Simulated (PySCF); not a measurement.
# Pr(NH2)3: from a saddle point downhill

PySCF 2.14.0, RKS PBE0, Pr lcecp-1-SVP with ECP48, N def2-SVP, H def2-SVP; non-relativistic Hamiltonian with scalar-relativistic core potentials where named; density fitting; no spin-orbit coupling. Relaxed within the symmetry of its start, the geometry (D3h) is

```xyz
10

Pr    0.0000    0.0000    0.0000
N     2.2979    0.0000    0.0000
H     2.9276    0.0000    0.8046
H     2.9276    0.0000   -0.8046
N    -1.1489    1.9900    0.0000
H    -1.4638    2.5354    0.8046
H    -1.4638    2.5354   -0.8046
N    -1.1489   -1.9900    0.0000
H    -1.4638   -2.5354    0.8046
H    -1.4638   -2.5354   -0.8046
```

and its lowest harmonic modes are -466, -466, -431, -119, 109, 109 cm⁻¹ (negative: unstable). It was moved along the lowest mode and relaxed again, within the group Cs that the move left.

(1) Where does it end, and how much lower?

(2) How do the contacts change?

(3) Is the end a minimum?

An lcecp potential fixes the number of 4f electrons, so in runs with it no electron can move into or out of that shell.

State: singlet in the valence, with the 4f electrons in the core potential.

## Answers

(1) In Cs, 0.759 eV lower, after 34 steps:
```xyz
10

Pr   -0.0212   -0.0366    0.5667
N     2.2014    0.0092    0.1501
H     2.8197    0.8200    0.0927
H     2.7644   -0.7817   -0.1675
N    -1.0928    1.9110    0.1497
H    -0.6997    2.8520    0.0923
H    -2.0591    2.0032   -0.1680
N    -1.1097   -1.9221   -0.0960
H    -1.5406   -2.6683    0.4512
H    -1.2625   -2.1868   -1.0711
```

(2) 
```tsv
contact	saddle (Å)	end (Å)
Pr1–N2 (NH2)	2.298	2.262
Pr1–N5 (NH2)	2.298	2.262
Pr1–N8 (NH2)	2.298	2.276
```


(3) No, 1 of the modes stay unstable (below −25 cm⁻¹); lowest modes -283, 53, 105, 106, 280, 302 cm⁻¹.
